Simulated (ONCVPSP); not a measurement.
**Ranking ONCV potentials for europium**

All share these settings but for the change named:

```
Element                 : europium
Generator               : ONCVPSP 4.0.1
Type                    : optimised norm-conserving Vanderbilt (ONCV)
Functional              : PBE
Relativity              : scalar-relativistic
Frozen core             : [Kr] 4d10 4f6
Valence charge          : 11
Reference configuration : 5s2 5p6 5d1 6s2
Partial waves           : 5s+6s: rc 2.25 bohr, ncon 5, nbas 10, qcut 4.6 1/bohr, 2 projectors; 5p: rc 2.45 bohr, ncon 5, nbas 10, qcut 7.1 1/bohr, 2 projectors, debl 1.2 Ha; 5d: rc 2.25 bohr, ncon 3, nbas 7, qcut 4.8 1/bohr, 1 projector
Local potential         : polynomial inside 1.70 bohr (lpopt 2, dvloc0 0 Ha)
Core correction         : none
```

Cutoff: the first of the cutoffs (Ha) at which the residual kinetic energy of the hardest occupied pseudo-wave falls to 1 and 0.1 mHa per electron; the density cutoff is not measured.

The base gives 14 Ha.

Of 5 variants that were run, those that failed, showed a ghost or another fault, or gave nearly equal values are left out.

Problem. Rank these variants from softest to hardest (loose cutoff).
A. all radii scaled by about 0.82 (s 1.84, p 2.00, d 1.84 bohr); local potential polynomial inside 1.38 bohr (lpopt 2, dvloc0 0 Ha)
B. all radii scaled by about 0.90 (s 2.02, p 2.20, d 2.02 bohr); local potential polynomial inside 1.54 bohr (lpopt 2, dvloc0 0 Ha)
C. all radii scaled by about 1.10 (s 2.48, p 2.70, d 2.48 bohr); local potential polynomial inside 1.86 bohr (lpopt 2, dvloc0 0 Ha)
D. all radii scaled by about 1.23 (s 2.76, p 3.00, d 2.76 bohr); local potential polynomial inside 2.08 bohr (lpopt 2, dvloc0 0 Ha)

Solution. D (10 Ha), C (12 Ha), B (16 Ha), A (34 Ha).
